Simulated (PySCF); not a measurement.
Compound: C5H5O2P3.
Atom-mapped SMILES: `[CH3:1][O:2][C:3](=[O:4])[c:5]1[p:6][cH:7][p:8][cH:9][p:10]1`

Cartesian coordinates in Å at the GFN2-xTB level; atoms count from 1:
```
atom  x, y, z in Å
C1    -3.1991   -0.0203   -0.3052
O2    -1.8108    0.2666   -0.2961
C3    -0.9825   -0.6653    0.1997
O4    -1.3348   -1.7306    0.6503
C5     0.4111   -0.2274    0.1369
P6     0.6115    1.3535   -0.5705
C7     2.3193    1.6244   -0.5161
P8     3.6874    0.7221    0.0457
C9     3.0452   -0.7663    0.6552
P10    1.4633   -1.4525    0.8021
H11   -3.5104   -0.2548   -1.3248
H12   -3.7231    0.8668    0.0481
H13   -3.4023   -0.8723    0.3468
H14    2.5997    2.5902   -0.9313
H15    3.8211   -1.4261    1.0374
```

NICS = −σ at a ghost point: NICS(0) at the centroid of the ring atoms, NICS(1) 1 Å to either side along the normal of their mean plane, zz for the tensor component along that normal. Level: GIAO PBE0/pcSseg-1 (PySCF, non-relativistic, gas phase) on the GFN2-xTB geometry, one conformer.

Ring bond lengths (Å), with Mayer bond orders in brackets: C5–P6 1.744 (1.26), P6–C7 1.730 (1.29), C7–P8 1.732 (1.31), P8–C9 1.732 (1.30), C9–P10 1.731 (1.30), P10–C5 1.747 (1.27).

Question: Give the NICS values of each ring in ppm.

Answer: 
```csv
ring,type,NICS(0),"NICS(1), two faces","NICS(1)zz, two faces",rms pucker (Å),"centre to ring atoms, mean (Å)"
C5–P6–C7–P8–C9–P10,6-membered ring with 3 P; formal bonds all aromatic,-5.6,-9.4 / -9.4,-22.2 / -22.2,0.00,1.72
```

Question: What do they say, and how far can they be read as aromaticity?

Answer: 
- C5–P6–C7–P8–C9–P10: mean NICS(1)zz -22.2 ppm, shielded.

Question: What does the geometric index give? HOMA = 1 − mean of α(R − Ropt)² over the ring bonds, with Krygowski's 1993 parameters (CP: Ropt 1.698 Å, α 118.91 Å⁻²).

Answer: 
- C5–P6–C7–P8–C9–P10: HOMA 0.82; the largest term is that of P10–C5, α(R − Ropt)² = 0.28.

Question: What field does 9.4 T along the ring normal induce along that normal at the first NICS(1) probe listed for ring C5–P6–C7–P8–C9–P10, 1 Å off the ring?

Answer: NICSzz × B0 = -22.2 ppm × 9.4 T = -209 μT, against the applied field.

Question: List the ring angles and the Hirshfeld charges of the ring atoms.

Answer: 
- C5–P6–C7–P8–C9–P10: C5 136.2° (-0.149 e), P6 104.0° (+0.147 e), C7 135.1° (-0.174 e), P8 105.6° (+0.141 e), C9 135.2° (-0.173 e), P10 103.9° (+0.168 e); sum 720.0° against 720° for a flat convex ring.

Question: How shielded are the nuclei of the rings and their hydrogens (means over atoms taken as equivalent)?

Answer: 
| atoms | environment | σ isotropic (ppm) | principal values of the symmetric part, first atom (ppm) |
| --- | --- | --- | --- |
| C5 | substituted aromatic carbon | -3.3 | -195.1, 16.2, 169.1 |
| P6 (×2) | phosphorus bonded to 2 C | 22.4 | -386.0, -91.4, 545.4 |
| C7 (×2) | aromatic CH carbon | -3.6 | -220.3, 19.1, 192.1 |
| P8 | phosphorus bonded to 2 C | 37.7 | -346.8, -102.2, 562.2 |
| H14 (×2) | aromatic hydrogen | 20.54 | 14.8, 20.3, 26.7 |
